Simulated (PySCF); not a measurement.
`FC(F)(F)O[c+]1cc1Br`, [C$_{4}$HBrF$_{3}$O]+, charge +1

Geometry:
| atom | x (Å) | y (Å) | z (Å) |
| --- | --- | --- | --- |
| F1 | -1.691 | 1.012 | 0.925 |
| C2 | -1.741 | -0.164 | 0.340 |
| F3 | -2.002 | 0.006 | -0.937 |
| F4 | -2.618 | -0.931 | 0.901 |
| O5 | -0.470 | -0.806 | 0.473 |
| C6 | 0.577 | -0.236 | 0.030 |
| C7 | 1.242 | 0.808 | -0.589 |
| C8 | 1.975 | -0.290 | -0.153 |
| Br9 | 3.518 | -1.166 | 0.051 |
| H10 | 1.219 | 1.771 | -1.063 |

Total charge +1.

Computed with PySCF, GIAO HCTH407/STO-3G magnetisability, rotational g tensor and spin-rotation constants, non-relativistic, gas phase. Geometry: GFN2-xTB.

The calculation is non-relativistic, which matters for the atoms heavier than Zn. For an ion the centre-of-mass motion in the field is neglected.

**Question.** Give the nuclear spin-rotation constants along the inertial axes (H = +C I·J) beside the isotropic shieldings.

**Answer.** Rotational constants 3.8576, 0.3949, 0.3818 GHz. A star marks the isotopologue with that one atom substituted, in its own axes.
```tsv
atom	isotope	Caa (kHz)	Cbb (kHz)	Ccc (kHz)	mean (kHz)	σ (ppm)
F1	19F	1.385	0.338	0.359	0.694	334.0
F3	19F	1.397	0.334	0.366	0.699	333.4
F4	19F	1.822	0.314	0.236	0.791	349.3
Br9	79Br	4.149	0.597	0.207	1.651	2408.6
H10	1H	-0.451	0.036	-0.055	-0.157	23.6
C2	13C*	0.804	0.064	0.062	0.310	133.3
O5	17O*	-1.037	-0.070	0.002	-0.368	204.6
C6	13C*	1.165	0.119	0.021	0.435	108.1
C7	13C*	1.294	0.129	0.008	0.477	102.5
C8	13C*	1.233	0.139	0.016	0.463	97.0
```
For the geometry as given, no vibrational averaging.
